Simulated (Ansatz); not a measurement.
System: CHNO, charge 0, singlet. CHNO (isocyanic acid, SMILES N=C=O).
B3LYP-D3(BJ)/def2-TZVP minimum from Ansatz (an electronic-structure program):
```xyz
4

N     -1.1014     0.2807     0.2471
C      0.0427    -0.0239    -0.0008
O      1.1482    -0.1990    -0.3207
H     -1.7320    -0.2289     0.8408
```

Hartree-Fock and CCSD correlation energies in hartree (Ansatz). Open shells are spin-unrestricted; no spin-orbit coupling. Correlated methods leave the cores frozen. No relativity.

| basis | X | E(HF) | E(corr, CCSD) |
|---|---|---|---|
| cc-pVTZ | 3 | -167.82934 | -0.57443 |
| cc-pVQZ | 4 | -167.84220 | -0.61038 |
| cc-pV5Z | 5 | -167.84515 | withheld |

### Question
Fit E(corr) = E∞ + A/X³ to X = 3 and 4, predict X = 5, and compare with the run.

### Answer
A = (-0.57443 - (-0.61038))/(1/27 - 1/64) = 1.6790; E∞ = -0.61038 - A/64 = -0.63661; at X = 5, E∞ + A/125 = -0.62318. The run gave -0.62280, 0.38 mEh above the prediction. The same form on X = 4 and 5 gives E∞ = -0.63583, 0.78 mEh above the first estimate.
